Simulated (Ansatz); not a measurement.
Cl$_{4}$Se (SMILES Cl[Se](Cl)(Cl)Cl), singlet, at a GFN2-xTB geometry; SVWN5/def2-SV(P) (Ansatz, a quantum-chemistry and plane-wave program).

The Ansatz input:
Ansatz 0.2 input:
```yaml
crystal:
  periodic: [false, false, false]
  atoms:
    - {symbol: Se, position_ang: [-0.00300693, 0.00470149, 0.44248318]}
    - {symbol: Cl, position_ang: [1.06172155, -1.32656609, -0.82096840]}
    - {symbol: Cl, position_ang: [1.81230429, 1.45883554, 0.39654014]}
    - {symbol: Cl, position_ang: [-1.05027581, 1.30867012, -0.86332068]}
    - {symbol: Cl, position_ang: [-1.81773616, -1.45034255, 0.40278258]}
basis:
  gaussian:
    orbitals: def2-SV_P_.json
hamiltonian:
  xc: {name: SVWN5}
```
The basis file holds def2-SV(P) in the JSON format of the Basis Set Exchange.

What does Ansatz print? Leave out banner, timings and long lists.


```
Functional definition: SVWN5
1126 factors; their error is unknown
mean field evaluation 1: about -115159.0158 eV, gradient 3.8e1 eV
mean field evaluation 2: about -115101.8760 eV, gradient 1.4e2 eV
mean field evaluation 4: about -115162.3901 eV, gradient 8.6e0 eV
mean field evaluation 8: about -115162.4551 eV, gradient 7.8e-2 eV
mean field evaluation 16: about -115162.4551 eV, gradient 1.8e-5 eV
mean field -115162.45512840 eV, -4232.1421660529 hartree, gradient 6.0e-6 eV, S^2 0.000000; 0 other end points of the search recorded, 0 dependent functions left out
reference -115162.45515328 eV, -4232.1421669671 hartree; 51, 51 occupied and 53, 53 virtual orbitals, 1126 factors
Total energy: -115162.45515328 eV, -4232.1421669671 hartree
```
